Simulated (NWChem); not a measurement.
System: C₄H₄ClF; SMILES C=C(F)/C=C\Cl

Output (shortened):

```
             Northwest Computational Chemistry Package (NWChem) 7.3.0
             --------------------------------------------------------

                             Geometry "geometry" -> ""
                             -------------------------

 Output coordinates in angstroms (scale by  1.889725989 to convert to a.u.)

  No.       Tag          Charge          X              Y              Z
 ---- ---------------- ---------- -------------- -------------- --------------
    1 C                    6.0000    -0.09231000     2.64990400     0.00000000
    2 C                    6.0000     0.04973600     1.31864800     0.00000000
    3 F                    9.0000     1.27140300     0.78936100     0.00000000
    4 C                    6.0000    -1.05496100     0.37502600     0.00000000
    5 C                    6.0000    -1.04313000    -0.96674600     0.00000000
    6 Cl                  17.0000     0.33294400    -1.99138600     0.00000000
    7 H                    1.0000     0.78486400     3.29803700     0.00000000
    8 H                    1.0000    -1.08560600     3.09747900     0.00000000
    9 H                    1.0000    -2.04575100     0.83699700     0.00000000
   10 H                    1.0000    -1.98278300    -1.52353600     0.00000000

 Effective nuclear repulsion energy (a.u.)     266.3480789199

                                 NWChem DFT Module
                                 -----------------

 Summary of "ao basis" -> "ao basis" (spherical)
 ------------------------------------------------------------------------------
       Tag                 Description            Shells   Functions and Types
 ---------------- ------------------------------  ------  ---------------------
 C                          def2-svp                 6       14   3s2p1d
 F                          def2-svp                 6       14   3s2p1d
 Cl                         def2-svp                 8       18   4s3p1d
 H                          def2-svp                 3        5   2s1p

            General Information
            -------------------
          SCF calculation type: DFT
          Wavefunction type:  closed shell.
          No. of atoms     :    10
          No. of electrons :    54
           Alpha electrons :    27
            Beta electrons :    27
          Charge           :     0
          Spin multiplicity:     1
          Use of symmetry is: off; symmetry adaption is: off
          Maximum number of iterations: 150
          AO basis - number of functions:   108
                     number of shells:    50
          Convergence on energy requested:  1.00D-06
          Convergence on density requested:  1.00D-05
          Convergence on gradient requested:  5.00D-04

              XC Information
              --------------
                         B3LYP Method XC Potential
                     Hartree-Fock (Exact) Exchange  0.200
                        Slater Exchange Functional  0.800 local
                    Becke 1988 Exchange Functional  0.720 non-local
              Lee-Yang-Parr Correlation Functional  0.810
                  VWN I RPA Correlation Functional  0.190 local

             Grid Information
             ----------------
          Grid used for XC integration:  medium
          Radial quadrature: Mura-Knowles
          Angular quadrature: Lebedev.
          Tag              B.-S. Rad. Rad. Pts. Rad. Cut. Ang. Pts.
          ---              ---------- --------- --------- ---------
          C                   0.70       49          12.0       434
          F                   0.50       49          11.0       434
          Cl                  1.00       88          13.0       590
          H                   0.35       45          13.0       434
          Grid pruning is: on
          Number of quadrature shells:   513
          Spatial weights used:  Erf1

      Superposition of Atomic Density Guess
      -------------------------------------

 Sum of atomic energies:        -711.11238872

      Non-variational initial energy
      ------------------------------

 Total energy =    -714.069512
 1-e energy   =   -1507.305502
 2-e energy   =     526.887911
 HOMO         =      -0.249613
 LUMO         =      -0.022138

     ---------------------------------------------
      Total Density - Mulliken Population Analysis
     ---------------------------------------------

    Atom       Charge   Shell Charges
 -----------   ------   -------------------------------------------------------
    1 C    6     6.41   1.99  0.97  0.28  2.10  1.05  0.02
    2 C    6     5.43   1.99  0.92  0.18  1.63  0.63  0.08
    3 F    9     9.37   1.99  1.14  0.76  3.43  2.04  0.01
    4 C    6     6.25   1.99  0.97  0.23  2.03  0.99  0.03
    5 C    6     5.78   1.99  0.94  0.23  1.71  0.86  0.04
    6 Cl  17    17.18   2.00  1.99  1.22  0.71  5.94  2.11  3.18  0.03
    7 H    1     0.89   0.66  0.21  0.03
    8 H    1     0.88   0.66  0.20  0.03
    9 H    1     0.90   0.66  0.21  0.03
   10 H    1     0.90   0.68  0.20  0.02

   convergence    iter        energy       DeltaE   RMS-Dens  Diis-err
 ---------------- ----- ----------------- --------- --------- ---------
 d= 0,ls=0.0,diis     1   -714.4079053703 -9.81D+02  1.32D-02  8.18D-01
 d= 0,ls=0.0,diis     2   -714.3636118855  4.43D-02  8.83D-03  1.19D+00
 d= 0,ls=0.0,diis     3   -714.4919417447 -1.28D-01  2.98D-03  9.02D-02
 d= 0,ls=0.0,diis     4   -714.5012473743 -9.31D-03  1.19D-03  2.76D-02
 d= 0,ls=0.0,diis     5   -714.5047538728 -3.51D-03  1.92D-04  8.74D-04
  Resetting Diis
 d= 0,ls=0.0,diis     6   -714.5048202006 -6.63D-05  6.37D-05  7.11D-05
 d= 0,ls=0.0,diis     7   -714.5048278347 -7.63D-06  4.85D-05  8.56D-06
 d= 0,ls=0.0,diis     8   -714.5048252504  2.58D-06  3.22D-05  2.83D-05
 d= 0,ls=0.0,diis     9   -714.5048289661 -3.72D-06  2.42D-06  7.18D-08
 d= 0,ls=0.0,diis    10   -714.5048289745 -8.40D-09  7.00D-07  5.51D-09

         Total DFT energy =     -714.504828974545
      One electron energy =    -1510.958200489995
           Coulomb energy =      591.963823519614
    Exchange-Corr. energy =      -61.858530924114
 Nuclear repulsion energy =      266.348078919950

 Numeric. integr. density =       53.999992764008

                       DFT Final Molecular Orbital Analysis
                       ------------------------------------

 Vector   25  Occ=2.000000D+00  E=-3.071518D-01
              MO Center= -2.0D-02,  3.0D-01, -6.3D-09, r^2= 4.1D+00
   Bfn.  Coefficient  Atom+Function         Bfn.  Coefficient  Atom+Function
  ----- ------------  ---------------      ----- ------------  ---------------
    83      0.356771   6 Cl pz               20     -0.280254   2 C  pz
    48     -0.275739   4 C  pz               34     -0.271236   3 F  pz
    80      0.263107   6 Cl pz                6     -0.231008   1 C  pz
    51     -0.206612   4 C  pz               37      0.203849   3 F  pz
     9     -0.164385   1 C  pz               77      0.151899   6 Cl pz

 Vector   26  Occ=2.000000D+00  E=-3.070105D-01
              MO Center=  1.7D-01, -1.7D+00,  4.9D-09, r^2= 2.0D+00
   Bfn.  Coefficient  Atom+Function         Bfn.  Coefficient  Atom+Function
  ----- ------------  ---------------      ----- ------------  ---------------
    82      0.468596   6 Cl py               81      0.388861   6 Cl px
    79      0.353020   6 Cl py               78      0.302548   6 Cl px
    76      0.202605   6 Cl py               75      0.173257   6 Cl px
   104      0.163963  10 H  s                33     -0.141990   3 F  py
    47      0.123984   4 C  py               45     -0.118008   4 C  s

[...]

                     NWChem Electrostatic Potential Fit Module
                     -----------------------------------------

 Atom parameters

 Number of atoms is                                   10
 Number of basis functions is                        108

 Grid parameters

 Maximum number of grid points is                  39754
 Number of grid points is                          39753
 Grid range                                     0.300000 nm
 Grid spacing                                   0.020000 nm
 Probe radius                                   0.070000 nm
 Atom radius factor                             1.000000

 Atomic radii

    1    0.100000
    6    0.147000
    9    0.128000
   17    0.169000
 FASTESP  F
  using M.O. file = ./job.movecs

    Atom              Coordinates                           Charge

                                                  ESP

    1 C    -0.009231    0.264990    0.000000   -0.609005
    2 C     0.004974    0.131865    0.000000    0.531428
    3 F     0.127140    0.078936    0.000000   -0.208550
    4 C    -0.105496    0.037503    0.000000   -0.289935
    5 C    -0.104313   -0.096675    0.000000    0.009771
    6 Cl    0.033294   -0.199139    0.000000   -0.074556
    7 H     0.078486    0.329804    0.000000    0.204778
    8 H    -0.108561    0.309748    0.000000    0.196927
    9 H    -0.204575    0.083700    0.000000    0.134760
   10 H    -0.198278   -0.152354    0.000000    0.104381
                                            ------------
                                               -0.000000

 Dipole moment                                  0.919766

 Quadrupole moment Qxx                          3.021406
                   Qyy                         -1.249890
                   Qzz                         -1.771516

 RMS deviation kJ/mol                           0.071360

 RRMS %                                        39.709453
```

Level: B3LYP/def2-SVP. Coordinates come from a PBE0/def2-SVP optimisation.

Question: Which NWChem input produces such a log?

Answer: One answer among several that fit: the input that was run:
```
start job
memory heap 200 mb stack 900 mb global 1100 mb
geometry units angstroms noautosym nocenter noautoz
  C     -0.092310     2.649904     0.000000
  C      0.049736     1.318648     0.000000
  F      1.271403     0.789361     0.000000
  C     -1.054961     0.375026     0.000000
  C     -1.043130    -0.966746     0.000000
  Cl     0.332944    -1.991386     0.000000
  H      0.784864     3.298037     0.000000
  H     -1.085606     3.097479     0.000000
  H     -2.045751     0.836997     0.000000
  H     -1.982783    -1.523536     0.000000
end
basis spherical
  C library def2-svp
  F library def2-svp
  Cl library def2-svp
  H library def2-svp
end
dft
  xc b3lyp
  iterations 150
  mulliken
end
task dft energy
esp
  recalculate
  probe 0.07
  range 0.3
  factor 1.0
  spacing 0.02
end
task esp
```
